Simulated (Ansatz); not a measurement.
CdF₂, 3 atoms. Hardware: 4 threads of Arm Neoverse V1 on a shared host.

In the def2 sets Cd takes a core potential; there is no spin–orbit coupling. Correlated methods freeze 2 core orbitals; core or outer-core shells of Cd are correlated, in sets that lack core-valence functions. In CCSD on the charge 1 doublet the largest single amplitude is 0.16, so its Hartree–Fock determinant may place the open shell otherwise than the density functionals do.

**Question.** How many basis functions does each of these Ansatz runs have, and roughly what does it cost? CAM-B3LYP-D4/def2-TZVP, charge 0 singlet, energy, from earlier orbitals; ωB97X-V/def2-TZVP, charge 0 singlet, energy, from earlier orbitals; PBE-D4/def2-TZVP, charge 0 singlet, energy, from earlier orbitals; PBE0-D4/def2-TZVP, charge 0 singlet, energy, from earlier orbitals; PBE-D4/def2-SVP, charge 0 singlet, energy, from earlier orbitals; PBE-D4/def2-TZVP, charge 0 triplet at the geometry of the charge 0 singlet, energy, from earlier orbitals; LDA (SPW92)/def2-TZVP, charge 0 singlet, energy, from earlier orbitals; r2SCANh-D4/def2-TZVP, charge 0 singlet, energy, from earlier orbitals; CCSD(T)/def2-TZVPP, charge 1 doublet at the geometry of the charge 0 singlet, energy, from earlier orbitals; RPA@PBE/def2-TZVP, charge 0 singlet, energy, from earlier orbitals; PBE0-D4/def2-TZVP, charge 0 singlet, relaxation, 4 steps; PBE0-D4/def2-TZVP, charge 1 doublet at the geometry of the charge 0 singlet, energy.

**Answer.** Other jobs shared the machine, so times can vary by a factor of up to 3. A dash marks memory too small to be measured apart from the calling script's.

```
                                                                                                        run  functions  fitting or Cholesky vectors  wall time  peak host memory (GiB)
                                     LDA (SPW92)/def2-TZVP, charge 0 singlet, energy, from earlier orbitals        102                          681     0.35 s                       –
                                           PBE-D4/def2-SVP, charge 0 singlet, energy, from earlier orbitals         59                          604      0.4 s                       –
                                          PBE-D4/def2-TZVP, charge 0 singlet, energy, from earlier orbitals        102                          681     0.55 s                       –
                                    CAM-B3LYP-D4/def2-TZVP, charge 0 singlet, energy, from earlier orbitals        102                          697     0.75 s                       –
                                         PBE0-D4/def2-TZVP, charge 0 singlet, energy, from earlier orbitals        102                          732      0.8 s                       –
                                         RPA@PBE/def2-TZVP, charge 0 singlet, energy, from earlier orbitals        102                          788      1.2 s                       –
                                      r2SCANh-D4/def2-TZVP, charge 0 singlet, energy, from earlier orbitals        102                          681      1.3 s                       –
                                         ωB97X-V/def2-TZVP, charge 0 singlet, energy, from earlier orbitals        102                          697      1.9 s                       –
  PBE-D4/def2-TZVP, charge 0 triplet at the geometry of the charge 0 singlet, energy, from earlier orbitals        102                          681      3.7 s                       –
                                                   PBE0-D4/def2-TZVP, charge 0 singlet, relaxation, 4 steps        102                          732      3.8 s                       –
                        PBE0-D4/def2-TZVP, charge 1 doublet at the geometry of the charge 0 singlet, energy        102                          732       11 s                       –
CCSD(T)/def2-TZVPP, charge 1 doublet at the geometry of the charge 0 singlet, energy, from earlier orbitals        118                          808       72 s                     1.7
```
